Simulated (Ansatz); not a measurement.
Relaxation of AlCl2GaH4O2 (10 atoms, charge 0, multiplicity 1), to a largest force component of 0.03 eV/Å in at most 50 steps.

Method: RKS PBE-D4/def2-SVP in Ansatz.

```xyz
10
Properties=species:S:1:pos:R:3
Ga -0.119 0.008 0.066
O -0.376 -0.630 1.721
H -1.286 -0.977 1.821
Cl 1.952 0.568 -0.369
Cl -1.589 0.030 -1.484
O 0.228 2.238 1.990
Al 1.961 2.384 1.685
H 2.956 1.560 2.632
H 2.356 3.657 0.812
H -0.019 1.416 2.488
```

Q: Where does it end, and by what steps?

A: It converged. After 13 steps the energy has fallen by 1.140 eV; H3 moved furthest, 0.80 Å. Joined: Ga1–O6 (2.97 → 1.95 Å).

```csv
step,energy less start (eV),largest force component (eV/Å),accepted
0,0.0000,1.029,yes
1,-0.2158,1.213,yes
2,-0.5161,1.706,yes
3,-0.7764,1.948,yes
4,-0.9898,0.525,yes
5,-1.0646,0.605,yes
6,-1.1056,0.406,yes
7,-1.0949,0.578,no
8,-1.1299,0.202,yes
9,-1.1361,0.169,yes
10,-1.1388,0.116,yes
11,-1.1399,0.030,yes
12,-1.1398,0.081,no
13,-1.1405,0.016,yes
```

```xyz
10
Properties=species:S:1:pos:R:3
Ga -0.208 0.336 0.564
O -0.569 -0.918 1.798
H -1.103 -1.650 1.437
Cl 2.062 0.381 -0.057
Cl -1.441 0.739 -1.155
O 0.228 1.896 1.644
Al 2.061 2.249 1.383
H 2.847 1.890 2.723
H 2.293 3.527 0.467
H -0.105 1.804 2.558
```

Whether the end is a true minimum wasn't checked by a vibrational analysis.

Run time: 15 s on 4 threads of Intel(R) Xeon(R) 6975P-C (Granite Rapids), on a shared host, peak memory 0.23 GiB.
